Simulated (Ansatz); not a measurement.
BiF2, charge +1, singlet, geometry from GFN2-xTB (such geometries of metal compounds can be far from the true shape) (core potentials on Bi), atoms displaced at random by about 0.1 Å a coordinate. Base run: HF/def2-SVP in Ansatz (a first-principles code).

The Ansatz input:
Ansatz 0.2 input:
```yaml
crystal:
  periodic: [false, false, false]
  atoms:
    - {symbol: Bi, position_ang: [0.20771395, 0.14626528, 0.08750216]}
    - {symbol: F, position_ang: [-1.14769321, 0.70706994, -1.23750054]}
    - {symbol: F, position_ang: [-1.01017047, -1.42810481, 0.32468426]}
basis:
  gaussian:
    orbitals: def2-SVP
hamiltonian:
  xc: hf
total_charge: 1
relax: {}
```

The base run was repeated with changes; each row names its change, and settings that it needs were set with it.

```json
[
 {"change": "base", "ΔE vs base (kJ/mol)": "0.00", "optimiser steps": "5"},
 {"change": "relax = f_tol: 0.0005", "ΔE vs base (kJ/mol)": "0.00", "optimiser steps": "6"},
 {"change": "relax = max_displacement: 0.5", "ΔE vs base (kJ/mol)": "0.00", "optimiser steps": "6"},
 {"change": "relax = escape_saddle: false", "ΔE vs base (kJ/mol)": "0.00", "optimiser steps": "5"},
 {"change": "relax = max_displacement: 0.02", "ΔE vs base (kJ/mol)": "0.00", "optimiser steps": "9"},
 {"change": "relax = f_tol: 0.1", "ΔE vs base (kJ/mol)": "0.10", "optimiser steps": "3"},
 {"change": "relax = f_tol: 0.002", "ΔE vs base (kJ/mol)": "0.00", "optimiser steps": "5"}
]
```
